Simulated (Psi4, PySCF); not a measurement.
PySCF was given this input:
```python
from pyscf import gto, scf, mp

mol = gto.M(
    atom='''
C     0.66801280   -0.25106413    0.02041584
C    -0.56330933    0.12414455   -0.01579794
H     1.64284906    0.17713737    0.03734254
H    -0.88995141    1.16819846   -0.04069879
H    -1.38111845   -0.58381835   -0.02435116
''',
    basis='6-31g*',
    spin=1,
    verbose=4,
)

mf = scf.UHF(mol)
mf.kernel()

pt = mp.MP2(mf, frozen=2)
pt.kernel()
print('E(MP2) = %.10f' % pt.e_tot)
```

**Question.** Give the equivalent Psi4 input.

**Answer.** This is not unique; one that fits is 
```
memory 2 GB

molecule mol {
0 2
C     0.668013   -0.251064    0.020416
C    -0.563309    0.124145   -0.015798
H     1.642849    0.177137    0.037343
H    -0.889951    1.168198   -0.040699
H    -1.381118   -0.583818   -0.024351
}

set {
  basis 6-31g*
  reference uhf
  freeze_core true
  mp2_type conv
  scf_type pk
  puream true
  d_convergence 1e-8
}

energy('mp2')
print_variables()
```

Both were run: PySCF gave -77.600825 Eh and Psi4 -77.600825 Eh, 0.000 mEh apart.
